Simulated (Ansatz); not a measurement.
CH$_{8}$ClNSi$_{2}$, SMILES `N[SiH2]C[SiH2]Cl` at its PBE0-D4/def2-TZVP geometry, where that method's forces vanish. Charge 0, multiplicity 1.

```xyz
13

N    -0.5192    0.3516   -2.4128
Si   -0.2182    0.7691   -0.7708
C    -0.0191   -0.7925    0.2434
Si    0.5319   -0.5469    1.9971
Cl   -0.7240    0.7824    2.9521
H     0.1652   -0.1588   -2.9477
H    -1.0127    1.0049   -2.9997
H    -1.3910    1.5606   -0.3241
H     1.0117    1.5897   -0.5487
H     0.7422   -1.4209   -0.2386
H    -0.9589   -1.3532    0.2235
H     0.4922   -1.8096    2.7752
H     1.8998    0.0235    2.0511
```

Task: What forces (eV/Å) does r2SCAN-D4/def2-TZVPP give on these atoms in the Gaussian-basis code of Ansatz? (Best estimate.)

Result: Computed: 
```
N1  -0.035 -0.019  0.034
Si2  0.000  0.046  0.012
C3   0.008  0.004  0.012
Si4  0.044 -0.034  0.018
Cl5 -0.033  0.036  0.027
H6   0.008  0.005 -0.032
H7   0.013  0.004 -0.035
H8   0.024 -0.015 -0.010
H9  -0.016 -0.008  0.011
H10 -0.014 -0.008 -0.008
H11  0.012 -0.009 -0.007
H12  0.011  0.020 -0.016
H13 -0.022 -0.021 -0.005
```
